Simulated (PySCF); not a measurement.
**Interval between two levels of P+ by level of theory**

P+ [Ne] 3s2 3p2 [3P2, M_J = 2] → P+ [Ne] 3s1 3p3 [5S2, M_J = 2], as a difference of total energies. Calculation: PySCF 2.14, in x2c-TZVPall-2c (5s6p2d1f, 40 functions); the two-component X2C-1e Hamiltonian. Correlated levels: [Ne] frozen; the 6 highest virtual spinors dropped. "Screened" scales the spin-orbit matrix elements by Boettger's factors to mimic the two-electron term; Breit and QED terms are absent.

Order these methods by the interval between two levels they give, lowest first.
A. GHF (spin-free)
B. GHF (screened spin-orbit)
C. GMP2 (spin-free)
D. GMP2 (screened spin-orbit)

B (31119 cm⁻¹), A (31286 cm⁻¹), D (40217 cm⁻¹), C (40385 cm⁻¹).

Errors of the correlated levels include the incompleteness of this basis and the frozen core.

The labels give the starting determinants; with spin-orbit coupling the two ends relaxed to ⟨J²⟩ = 6.01, ⟨L²⟩ = 2.01, ⟨S²⟩ = 2.00 and ⟨J²⟩ = 6.00, ⟨L²⟩ = 0.00, ⟨S²⟩ = 6.00.

For comparison: 45228 cm⁻¹ (measured; NIST Handbook of Basic Atomic Spectroscopic Data (Sansonetti and Martin, J. Phys. Chem. Ref. Data 34, 1559 (2005))).
